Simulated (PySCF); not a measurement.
Working out the ionisation energy of V⁺

V⁺ [Ar] 3d4 (5D) → V²⁺ [Ar] 3d3 (4F). Calculation: PySCF 2.14, in def2-TZVPPD (6s6p4d2f1g, 67 functions); no relativity, point nucleus. Frozen: [Ne]. Energies in hartree (1 hartree = 27.21139 eV):

| part | V⁺ (lower) | V²⁺ (upper) |
| --- | --- | --- |
| UHF | -942.657382 | -942.169254 |
| MP2 opposite-spin | -0.213940 | -0.194278 |
| MP2 same-spin | -0.120544 | -0.084290 |

Problem. What does Hartree-Fock give?

Solution. (-942.169254) − (-942.657382) = 0.488128 hartree = 13.283 eV.

Problem. What do MP2 and SCS-MP2 (6/5 opposite-spin, 1/3 same-spin) give?

Solution. The opposite-spin parts differ by 0.535 eV and the same-spin parts by 0.987 eV. MP2: 13.283 + (0.535) + (0.987) = 14.805 eV. SCS-MP2: 13.283 + 1.2 × (0.535) + (0.987)/3 = 14.254 eV.

A first-order spin-orbit estimate adds -0.017 eV to MP2 (valence and next inner shell), giving 14.788 eV against 14.634 ± 0.007 eV (measured; NIST Atomic Spectra Database, ionization energies).

The calculation is non-relativistic.

What remains against the reference includes basis incompleteness, the frozen core and correlation beyond second order.
